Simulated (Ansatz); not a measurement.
Complex (SMILES): F (HF) with [H][H] (H2), atoms 1 to 2 the first; geometry from B3LYP-D3(BJ)/def2-TZVP, monomers rigid:
```xyz
4

F     -0.0503     0.0090    -0.4113
H     -0.1533    -0.6305     0.2513
H     -0.6250    -2.1461     1.4219
H     -0.1185    -1.7955     1.8432
```

The counterpoise-corrected interaction energy at MP2 with Ansatz (an electronic-structure program), in kcal/mol, split into its Hartree-Fock and correlation parts. Cores are frozen. No added dispersion term, no relativity. Functions are those of the species that has most.

| basis | X | functions | Hartree-Fock | MP2 |
|---|---|---|---|---|
| aug-cc-pVDZ | 2 | 50 | -0.32 | -0.79 |
| aug-cc-pVTZ | 3 | 115 | -0.26 | -0.94 |
| aug-cc-pVQZ | 4 | 218 | -0.26 | -1.00 |
| aug-cc-pV5Z | 5 | 367 | -0.26 | -1.02 |

Worked estimate of the basis-set limit from each neighbouring pair, with Hartree-Fock from the larger set and the correlation part extrapolated as X^-3.
Correlation parts: X = 2: -0.47, X = 3: -0.68, X = 4: -0.74, X = 5: -0.76.
- (2,3): (27·(-0.68) - 8·(-0.47))/19 = -0.77; with Hartree-Fock -0.26 the estimate is -1.03 kcal/mol.
- (3,4): (64·(-0.74) - 27·(-0.68))/37 = -0.78; with Hartree-Fock -0.26 the estimate is -1.04 kcal/mol.
- (4,5): (125·(-0.76) - 64·(-0.74))/61 = -0.78; with Hartree-Fock -0.26 the estimate is -1.04 kcal/mol.
The last two estimates differ by 0.00 kcal/mol; the largest set lies 0.02 from the last. Over the last step Hartree-Fock moves by 0.00 and the correlation part by -0.02.
